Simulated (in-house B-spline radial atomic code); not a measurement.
Computed with a B-spline radial atomic code. Model: two electrons, singlet ground state, non-relativistic, full CI in B-splines with partial waves to l = 8 (at full coupling up to 3e-4 hartree above the limit, correlation up to 0.6 % small), density held at that of full coupling by Lieb maximisation.

W(λ) is the mean repulsion in the state of coupling λ less the Hartree energy of the fixed density. Its start is exact exchange, its initial slope is twice the second-order Görling-Levy correlation energy, and its area from 0 to 1 is E_xc. A straight curve means weak, dynamic correlation, and a curve that drops fast and flattens means strong correlation.

Command:
```bash
python run_ac.py task.json out
```
Settings (lengths in bohr, energies in hartree):
```
potential              coulomb
strength               0.75
lmax                   8
wall_radius            8
```

Time taken, with all properties: 6 s on 1 thread of Intel(R) Xeon(R) Processor @ 2.30GHz (shared host).

**W = mean repulsion less Hartree energy, and W of three functionals.**

Given: confinement point charge; nuclear charge 0.75; hard wall radius 8 bohr; external potential -Z/r.

Computed: LDA exchange minus exact 44.016 millihartree; PBE exchange minus exact 4.4483 millihartree.

```json
{"coupling": "0", "W xc (hartree)": "-0.32034", "W xc minus exchange (millihartree)": "0", "kinetic minus Kohn-Sham (millihartree)": "0", "LDA (PW92) W minus its exchange (millihartree)": "0", "PBE W minus its exchange (millihartree)": "0", "SCAN W minus its exchange (millihartree)": "0"}
{"coupling": "0.02", "W xc (hartree)": "?", "W xc minus exchange (millihartree)": "?", "kinetic minus Kohn-Sham (millihartree)": "?", "LDA (PW92) W minus its exchange (millihartree)": "?", "PBE W minus its exchange (millihartree)": "?", "SCAN W minus its exchange (millihartree)": "?"}
{"coupling": "0.05", "W xc (hartree)": "-0.32509", "W xc minus exchange (millihartree)": "-4.745", "kinetic minus Kohn-Sham (millihartree)": "0.12", "LDA (PW92) W minus its exchange (millihartree)": "-17.86", "PBE W minus its exchange (millihartree)": "-4.6", "SCAN W minus its exchange (millihartree)": "-4.39"}
{"coupling": "0.12", "W xc (hartree)": "-0.33118", "W xc minus exchange (millihartree)": "-10.835", "kinetic minus Kohn-Sham (millihartree)": "0.63", "LDA (PW92) W minus its exchange (millihartree)": "-32.12", "PBE W minus its exchange (millihartree)": "-10.84", "SCAN W minus its exchange (millihartree)": "-9.9"}
{"coupling": "0.25", "W xc (hartree)": "-0.34104", "W xc minus exchange (millihartree)": "-20.694", "kinetic minus Kohn-Sham (millihartree)": "2.44", "LDA (PW92) W minus its exchange (millihartree)": "-50.2", "PBE W minus its exchange (millihartree)": "-21.23", "SCAN W minus its exchange (millihartree)": "-18.72"}
{"coupling": "0.4", "W xc (hartree)": "-0.35054", "W xc minus exchange (millihartree)": "-30.194", "kinetic minus Kohn-Sham (millihartree)": "5.5", "LDA (PW92) W minus its exchange (millihartree)": "-65.06", "PBE W minus its exchange (millihartree)": "-31.43", "SCAN W minus its exchange (millihartree)": "-27.26"}
{"coupling": "0.6", "W xc (hartree)": "-0.36084", "W xc minus exchange (millihartree)": "-40.5", "kinetic minus Kohn-Sham (millihartree)": "10.62", "LDA (PW92) W minus its exchange (millihartree)": "-79.8", "PBE W minus its exchange (millihartree)": "-42.69", "SCAN W minus its exchange (millihartree)": "-36.65"}
{"coupling": "0.8", "W xc (hartree)": "-0.36914", "W xc minus exchange (millihartree)": "-48.801", "kinetic minus Kohn-Sham (millihartree)": "16.4", "LDA (PW92) W minus its exchange (millihartree)": "-91.14", "PBE W minus its exchange (millihartree)": "-51.95", "SCAN W minus its exchange (millihartree)": "-44.39"}
{"coupling": "1", "W xc (hartree)": "-0.37596", "W xc minus exchange (millihartree)": "-55.616", "kinetic minus Kohn-Sham (millihartree)": "22.51", "LDA (PW92) W minus its exchange (millihartree)": "-100.29", "PBE W minus its exchange (millihartree)": "-59.74", "SCAN W minus its exchange (millihartree)": "-50.89"}
{"coupling": "1.4", "W xc (hartree)": "-0.38646", "W xc minus exchange (millihartree)": "-66.121", "kinetic minus Kohn-Sham (millihartree)": "35", "LDA (PW92) W minus its exchange (millihartree)": "-114.43", "PBE W minus its exchange (millihartree)": "-72.2", "SCAN W minus its exchange (millihartree)": "-61.24"}
{"coupling": "2", "W xc (hartree)": "-0.39732", "W xc minus exchange (millihartree)": "-76.978", "kinetic minus Kohn-Sham (millihartree)": "53.24", "LDA (PW92) W minus its exchange (millihartree)": "-129.49", "PBE W minus its exchange (millihartree)": "-85.89", "SCAN W minus its exchange (millihartree)": "-72.4"}
{"coupling": "3", "W xc (hartree)": "-0.40864", "W xc minus exchange (millihartree)": "-88.301", "kinetic minus Kohn-Sham (millihartree)": "81.05", "LDA (PW92) W minus its exchange (millihartree)": "-146.13", "PBE W minus its exchange (millihartree)": "-101.4", "SCAN W minus its exchange (millihartree)": "-84.48"}
{"coupling": "4.5", "W xc (hartree)": "?", "W xc minus exchange (millihartree)": "?", "kinetic minus Kohn-Sham (millihartree)": "?", "LDA (PW92) W minus its exchange (millihartree)": "?", "PBE W minus its exchange (millihartree)": "?", "SCAN W minus its exchange (millihartree)": "?"}
{"coupling": "7", "W xc (hartree)": "-0.42758", "W xc minus exchange (millihartree)": "-107.24", "kinetic minus Kohn-Sham (millihartree)": "168.31", "LDA (PW92) W minus its exchange (millihartree)": "-177.44", "PBE W minus its exchange (millihartree)": "-131.24", "SCAN W minus its exchange (millihartree)": "-104.27"}
{"coupling": "10", "W xc (hartree)": "-0.43373", "W xc minus exchange (millihartree)": "-113.39", "kinetic minus Kohn-Sham (millihartree)": "219.79", "LDA (PW92) W minus its exchange (millihartree)": "-188.8", "PBE W minus its exchange (millihartree)": "-142.21", "SCAN W minus its exchange (millihartree)": "-109.88"}
```

Question: What belongs in the row 0.02?

Answer: W xc (hartree): -0.32228; W xc minus exchange (millihartree): -1.941; kinetic minus Kohn-Sham (millihartree): 0.02; LDA (PW92) W minus its exchange (millihartree): -9.19; PBE W minus its exchange (millihartree): -1.83; SCAN W minus its exchange (millihartree): -1.82.

Question: What belongs in the row 4.5?

Answer: W xc (hartree): -0.41851; W xc minus exchange (millihartree): -98.171; kinetic minus Kohn-Sham (millihartree): 117.37; LDA (PW92) W minus its exchange (millihartree): -161.81; PBE W minus its exchange (millihartree): -116.27; SCAN W minus its exchange (millihartree): -95.05.

Question: What is the SCAN exchange minus exact?

Answer: -1.8655 millihartree.

**Energy parts, natural occupations and partial-wave weights.**

Computed: total energy -0.2086 hartree; exchange energy -0.32034 hartree; correlation energy -0.033106 hartree; kinetic part of the DFT correlation energy 0.022511 hartree; kinetic part over minus potential part 0.40475; Kohn-Sham kinetic 0.29926 hartree; Lieb Oxford ratio E_xc over LDA exchange 1.2791.

```tsv
natural	occupation of the shell (electrons)
s	1.9046
p	?
s	0.041658
d	0.00098192
p	0.00059257
s	0.0001522
```

Question: What belongs in the row p?

Answer: occupation of the shell (electrons): 0.05174.

```
wave      weight
   s     0.97321
   p           ?
   d   0.0005275
   f  5.9655e-05
   g  1.2587e-05
```

Question: What belongs in the row p?

Answer: weight: 0.026184.

Question: What is the Hartree energy?

Answer: 0.64068 hartree.

Question: What is the initial slope twice GL2?

Answer: -0.098446 hartree.

Half-way to full coupling W has made 64 % of its drop, against 50 % for a straight line, and second-order (GL2) theory, half the initial slope, overshoots the correlation energy by about 49 %: a marked bend. Over couplings 0 to 1 the errors in E_xc come to about +10 millihartree for LDA, +2.7 millihartree for PBE, +1.2 millihartree for SCAN, so SCAN is nearest. In LDA and PBE and SCAN the errors of exchange and correlation have opposite signs, so the sum is smaller than the larger of the two.
